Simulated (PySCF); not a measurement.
germanium monoxide (GeO), SMILES [O]=[Ge] (connectivity only; charge and spin as stated), neutral, multiplicity 1. Geometry: r2SCAN-D4/def2-TZVPD.

TDA-M06-2X/def2-TZVPD (PySCF) puts the lowest singlet excitations at 4.69, 4.97, 4.97, 5.06, 5.06, 7.29 eV.

Problem. What are the lowest excitation roots from PySCF with ADC(2)/aug-cc-pVDZ? (An estimate is asked for; the answer gives what the named calculation found.)

Solution. 4.31, 4.35, 4.35, 4.36, 4.36, 5.11 eV. S1 differs by -0.38 eV (second minus first; roots are paired by order, and the bases may differ).
